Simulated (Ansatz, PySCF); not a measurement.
Dimer: CH4 (SMILES C) (first 5 atoms) with CH4S (SMILES CS); geometry from B3LYP-D3(BJ)/def2-TZVP, rigid monomers moved along the line of their centres of mass till C1···H8 is 3.34 Å.
(charge 0, multiplicity 1):
```xyz
11

C     -0.053     0.075    -0.100
H     -1.117     0.021     0.128
H      0.494     0.408     0.782
H      0.304    -0.909    -0.402
H      0.105     0.780    -0.915
C     -0.253    -1.290     3.934
S      0.258     0.417     4.314
H     -0.276    -1.463     2.860
H      0.499    -1.938     4.381
H     -1.221    -1.519     4.375
H     -0.761     1.037     3.697
```

Counterpoise-corrected where a basis set is named; no monomer relaxation.

Frozen-core correlation. Rows in 6-31G* carry no dispersion term and start afresh at each structure (6-31G* with six Cartesian d functions).

Run with Ansatz (Gaussian basis) for Hartree–Fock, density functionals and correlated methods; PySCF for 6-31G* rows, the dispersion terms. 

Question: One of these levels gives 0.07 kcal/mol for the interaction energy. Which?
A. r2SCAN-D3(BJ)/def2-TZVPPD
B. HF/6-31G*
C. SCS-MP2/aug-cc-pV(D+d)Z

Answer: B, HF/6-31G*. The others give -0.86 (r2SCAN-D3(BJ)/def2-TZVPPD), -0.56 (SCS-MP2/aug-cc-pV(D+d)Z)

Ansatz is a first-principles code.
